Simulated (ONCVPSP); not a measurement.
**An all-electron radial function and its pseudo partner (Ta)**

Columns: radius, all-electron u(r) and pseudo u(r) of the 5p shell (level -39.40 eV) of tantalum in the configuration [Kr] 4d10 4f14 5s2 5p6 5d3 6s2; PBE, scalar-relativistic, ONCV scheme, ONCVPSP 4.0.1.

```tsv
r (bohr)	all-electron	pseudo
0.145	0.3500	0.0170
0.290	-0.3097	0.0806
0.435	-0.4745	0.2128
0.580	-0.0141	0.4145
0.725	0.4932	0.6490
0.870	0.8318	0.8552
1.015	0.9907	0.9819
1.160	1.0178	1.0123
1.305	0.9638	0.9629
1.450	0.8677	0.8676
1.595	0.7555	0.7554
1.740	0.6427	0.6426
1.885	0.5377	0.5376
2.030	0.4444	0.4444
2.175	0.3640	0.3640
2.320	0.2961	0.2960
2.465	0.2396	0.2395
2.610	0.1930	0.1930
2.755	0.1549	0.1549
2.900	0.1240	0.1240
3.045	0.0990	0.0990
3.190	0.0789	0.0789
3.335	0.0627	0.0627
3.480	0.0498	0.0498
3.625	0.0395	0.0395
3.770	0.0313	0.0313
```

Task: How many radial nodes do the two functions have?

Result: The all-electron 5p function has n − l − 1 = 3 (the table is too coarse to show those close to the nucleus); the pseudo-wave has 0, since the states of the same l below it are removed with the core.

Task: At about which radius was the pseudo-wave matched?

Result: 1.60 bohr. The columns agree to 0.0005 from 1.45 bohr on; several derivatives are matched, so the curves merge somewhat inside the radius.

Task: Is the pseudo-wave norm-conserving?

Result: Yes: the ONCV scheme keeps the norm inside the radius equal to the all-electron one, which fixes the energy derivative of the logarithmic derivative at the level.
